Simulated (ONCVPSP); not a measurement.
Reading a pseudo-wave (manganese)

Columns: radius, all-electron u(r) and pseudo u(r) of the 3p shell (level -54.49 eV) of manganese in the configuration [Ne] 3s2 3p6 3d5 4s2; LDA (Perdew-Wang 92), scalar-relativistic, ONCV scheme, ONCVPSP 4.0.1.

| r (bohr) | all-electron | pseudo |
| --- | --- | --- |
| 0.085 | -0.4429 | 0.0402 |
| 0.170 | -0.5747 | 0.1537 |
| 0.255 | -0.2883 | 0.3220 |
| 0.340 | 0.1395 | 0.5192 |
| 0.425 | 0.5357 | 0.7167 |
| 0.510 | 0.8321 | 0.8888 |
| 0.595 | 1.0187 | 1.0168 |
| 0.680 | 1.1106 | 1.0922 |
| 0.765 | 1.1304 | 1.1153 |
| 0.850 | 1.1008 | 1.0936 |
| 0.935 | 1.0394 | 1.0376 |
| 1.020 | 0.9602 | 0.9601 |
| 1.105 | 0.8726 | 0.8726 |
| 1.190 | 0.7833 | 0.7833 |
| 1.275 | 0.6964 | 0.6964 |
| 1.360 | 0.6144 | 0.6144 |
| 1.445 | 0.5389 | 0.5389 |
| 1.530 | 0.4702 | 0.4702 |
| 1.615 | 0.4087 | 0.4087 |
| 1.700 | 0.3540 | 0.3540 |
| 1.785 | 0.3058 | 0.3058 |
| 1.870 | 0.2635 | 0.2635 |
| 1.955 | 0.2267 | 0.2267 |
| 2.040 | 0.1946 | 0.1946 |
| 2.125 | 0.1668 | 0.1668 |
| 2.210 | 0.1428 | 0.1428 |

Task: How many radial nodes do the two functions have?

Result: The all-electron 3p function has n − l − 1 = 1; the pseudo-wave has 0, since the states of the same l below it are removed with the core.

Task: At about which radius was the pseudo-wave matched?

Result: 1.10 bohr, where the columns begin to agree (steps of 0.09 bohr).

Task: Where does each function peak?

Result: Outermost all-electron maximum near 0.77 bohr, pseudo maximum near 0.77 bohr (to the table’s step).

Task: Is the pseudo-wave norm-conserving?

Result: Yes: the ONCV scheme keeps the norm inside the radius equal to the all-electron one, which fixes the energy derivative of the logarithmic derivative at the level.
